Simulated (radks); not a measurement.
Task: Coherent X-ray form factor from a spherical all-electron density. Method: scalar-relativistic Kohn-Sham, SCAN, spin-unpolarised, spherical densities, finite nucleus; meta-GGA in the generalised Kohn-Sham scheme; Fermi nuclear charge, rms radius of each element as measured or else 0.836 A^(1/3) + 0.57 fm; computed with a radial shooting solver on a logarithmic mesh with Libxc functionals.

| sin(theta)/lambda (1/angstrom) | f0 (electrons) |
|---|---|
| 0.05 | 25.714 |
| 0.1 | 24.896 |
| 0.15 | 23.658 |
| 0.2 | 22.141 |
| 0.25 | 20.481 |
| 0.3 | 18.792 |
| 0.4 | 15.620 |
| 0.5 | 12.970 |
| 0.6 | 10.916 |
| 0.8 | 8.309 |
| 1 | 6.948 |
| 1.25 | 5.940 |
| 1.5 | 5.125 |
| 2 | 3.639 |

The species is in the configuration that NIST lists as its ground one. Which atom or ion scatters so?

Result: The nickel ion Ni2+, [Ar] 3d8. Extrapolating in s^2 from the first two rows gives f0(0) = 26.0, near the electron count 26; among species with that count, the fall with angle is slower the higher Z, and the table is that of Z = 28; from so few rows the species is fixed only to a neighbour or two.
